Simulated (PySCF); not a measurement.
This PySCF input asks for the NMR shieldings of `FC(F)OBOC(F)(F)F`, C2H2BF5O2; the geometry comes from GFN2-xTB.

```python
import basis_set_exchange as bse
import numpy as np
from pyscf import gto, dft
from pyscf.prop import nmr

atoms = """
F     3.207022   -0.471812    1.106457
C     2.048374   -0.374993    0.441385
F     2.315154    0.293975   -0.694742
O     1.168322    0.317945    1.218661
B    -0.121300    0.504901    0.933830
O    -0.621061   -0.093084   -0.207662
C    -1.876582   -0.002197   -0.607309
F    -2.749575   -0.460185    0.301201
F    -2.254173    1.250015   -0.883945
F    -2.059839   -0.718053   -1.710382
H     1.707744   -1.390261    0.171653
H    -0.762888    1.143063    1.669545
"""
names = dict.fromkeys(["F", "C", "O", "B", "H"], "pcSseg-1")
basis = {el: gto.basis.parse(bse.get_basis(n, elements=[el], fmt="nwchem")) for el, n in names.items()}
mol = gto.M(atom=atoms, basis=basis, charge=0, verbose=0)
mf = dft.RKS(mol, xc="PBE0")
mf.grids.level = 2
mf.grids.alignment = dft.numint.BLKSIZE   # the property module wants whole blocks of grid points
mf.conv_tol = 1e-9
mf.kernel()

calc = nmr.RKS(mf)   # GIAO
C = mf.mo_coeff
Co = C[:, mf.mo_occ > 0]
resp = mf.gen_response(singlet=True, hermi=2)
def vind(x):   # induced exchange potential for any number of trial vectors
    d = np.einsum("pi,xij,qj->xpq", C, 2 * x.reshape(-1, C.shape[1], Co.shape[1]), Co, optimize=True)
    return np.einsum("xpq,pi,qj->xij", resp(d - d.transpose(0, 2, 1)), C, Co, optimize=True).ravel()
mo1, _ = nmr.rhf.solve_mo1(calc, with_cphf=vind)
sigma = calc.kernel(mo1)
for i, s in enumerate(sigma):   # ppm
    print("%2d %-2s %9.2f" % (i, mol.atom_pure_symbol(i), np.trace(s) / 3))
```

**Question.** Give the expected output.

**Answer.** 
```
 0 F     275.29
 1 C      67.03
 2 F     255.98
 3 O     131.18
 4 B      76.98
 5 O     139.99
 6 C      57.68
 7 F     231.75
 8 F     232.34
 9 F     244.47
10 H      24.67
11 H      27.12
```

These numbers come from an equivalent density-fitted implementation of the same equations, which agrees with the script to about 0.01 ppm for H and up to a few tenths of a ppm for heavy atoms, so last digits may differ.

Size and cost of the density-fitted run: 180 basis functions, 23 s wall time on 1 thread of an Arm Neoverse V1, shared host.
